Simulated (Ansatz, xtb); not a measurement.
C6H5NO: 5 structures ranked

5 gas-phase structures of C6H5NO, from a drawn sample of its isomers (lower ones may exist). Each was relaxed with GFN2-xTB:

A. `C#Cc1cccn1O`, a singlet
B. `C#Cc1cc(O)c[nH]1`, a singlet
C. `C#Cc1[nH]ccc1O`, a singlet
D. `C#Cn1ccc(O)c1`, a singlet
E. `C#Cc1ccn(O)c1`, a singlet

Q: Make a reasoned guess at their ranking by r2SCAN-D4/def2-SVP single-point energy.

A: Calculated order at r2SCAN-D4/def2-SVP: C (0.0), B (0.6), D (15.8), A (38.2), E (39.3) kcal/mol. Less than 1 kcal/mol parts C and B, so the order within that pair means little.

Energies above the lowest of each column, in kcal/mol; the last columns are at PBE0-D3(BJ)/def2-SVP geometries and were run for some of them only (a dash: not run or not comparable):

```csv
structure,GFN2-xTB,HF/STO-3G,r2SCAN-D4/def2-SVP,PBE0-D3(BJ)/def2-SVP,CCSD(T)/def2-SVP + ΔMP2/def2-TZVPP
C,1.0,0.0,0.0,0.0,0.0
B,0.5,1.0,0.6,0.7,0.3
D,0.0,10.4,15.8,14.7,14.3
A,29.9,25.3,38.2,–,–
E,31.7,24.0,39.3,–,–
```

CCSD(T)/def2-SVP + ΔMP2/def2-TZVPP puts C lowest of those it was run on, with B within 1 kcal/mol; GFN2-xTB picks D. Some further structures that were screened fall inside this span and aren't listed. Flexible structures stand in one conformer each, not always the lowest. Frequencies (GFN2-xTB) were run for B, C, D alone. ΔMP2 is the change of the MP2 energy from the smaller to the larger basis.

Over these structures GFN2-xTB departs from r2SCAN-D4/def2-SVP by 5.3 kcal/mol on average once a common shift is removed. A GFN2-xTB relaxation took about 0.26 s and the r2SCAN-D4/def2-SVP energy about 5.7 s on a shared host (Ansatz 0.2.0, xtb 6.7.1).
